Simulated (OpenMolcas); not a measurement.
# P2+: the spin-orbit constant, worked from levels

- Program: OpenMolcas
- Basis: ANO-RCC-VTZP [5s4p2d1f]
- Scalar Hamiltonian: DKH2, point nucleus
- Active space: 3 electrons in 9 orbitals (RAS2 3s 3p; RAS3 3d, at most 2 electrons)
- State averaging: 2S+1 = 4 odd, 1 root; 2S+1 = 2 odd, 11 roots; 2S+1 = 4 even, 3 roots; 2S+1 = 2 even, 9 roots
- Spin-orbit coupling: state interaction with AMFI integrals over the reference wave functions, term energies averaged over their components

Methods: RASSCF; MS-RASPT2, IPEA 0.25 Eh, imaginary shift 0.1 Eh (closed shells correlated: 2s 2p). Measured levels: Martin, Zalubas and Musgrove, J. Phys. Chem. Ref. Data 14, 751 (1985).

**The spin-orbit constant.** For the Hund term 2P* of p1, E(J) = (A/2) J(J+1) + constant and ζ = 2S·A = A. From J = 1/2 to J = 3/2 the energy changes by 1.5 A.

```json
{"Source": "RASSCF", "E(3/2) - E(1/2)": "486.2", "A": "324.1", "ζ": "324"}
{"Source": "MS-RASPT2", "E(3/2) - E(1/2)": "488.0", "A": "325.3", "ζ": "325"}
{"Source": "measured", "E(3/2) - E(1/2)": "559.1", "A": "372.7", "ζ": "373"}
```

All in cm-1. MS-RASPT2 is off by -12.7 % and RASSCF by -13.0 %. Both methods take the spin-orbit matrix elements from the reference wave functions, so the second can move ζ only through the term energies and any multistate remixing.

Active for correlation alone: 3d; no level in the range computed is led by a configuration that fills it, so any true level of that kind is missing. Measured partners are found by configuration, term and J. A level has none where our copy of the source lacks it or the pairing is in doubt (some pairs that miss far off the trend of their configuration count as doubtful), and it then counts in no deviation. Levels of configurations outside the active space are missing.

* marks odd parity.
